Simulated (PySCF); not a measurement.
# From computed data to an observable: entropy of an ideal gas

H₂O₄P, SMILES [O]P(=O)(O)O (connectivity only; charge and spin as stated), charge -1, multiplicity 1.

Geometry optimised at PBE-D3(BJ)/def2-SVPD. The spin state was assumed, not searched. The isomer is the one that the SMILES or the coordinates give; other isomers of the formula were not compared. Other conformers were not sampled.

PySCF with PBE-D3(BJ)/def2-SVPD gives the harmonic wavenumbers 189, 286, 313, 358, 387, 447, 455, 697, 727, 988, 1003, 1020, 1240, 3724, 3724 cm⁻¹ and the rotational temperatures 0.2210, 0.2061, 0.1996 K. The molar mass is 96.99 g/mol, the symmetry number 2, the spin multiplicity 1.

### Question
Work out the entropy at 298.15 K and 1 atm in the rigid-rotor, harmonic-oscillator model.

### Answer

Translation (Sackur–Tetrode at 1 atm): S = R[1.5 ln M + 2.5 ln T − 1.16487] = 165.8 J/(mol K).
Rotation: q = (√π/σ) T^1.5/√(θA θB θC) = 47800, S = R[ln q + 3/2] = 102.1 J/(mol K).
Vibration: with u = 1.4388 ν/T, each mode gives R[u/(e^u − 1) − ln(1 − e^−u)]:
```tsv
ν (cm⁻¹)	modes	u	S (J/(mol K))
189	1	0.91	9.36
286	1	1.38	6.27
313	1	1.51	5.63
358	1	1.73	4.73
387	1	1.87	4.23
447	1	2.16	3.37
455	1	2.20	3.27
697	1	3.36	1.30
727	1	3.51	1.15
988	1	4.77	0.41
1003	1	4.84	0.39
1020	1	4.92	0.36
1240	1	5.98	0.15
```
The stiffer modes add less than 0.005 each. Sum 40.6 J/(mol K).
Spin: R ln 1 = 0.0 J/(mol K).
Total 308.5 J/(mol K); the program's own thermochemistry gives 308.5. Translation makes up 54 % and vibration 13 %. Anharmonicity, hindered rotation and orbital degeneracy are left out.
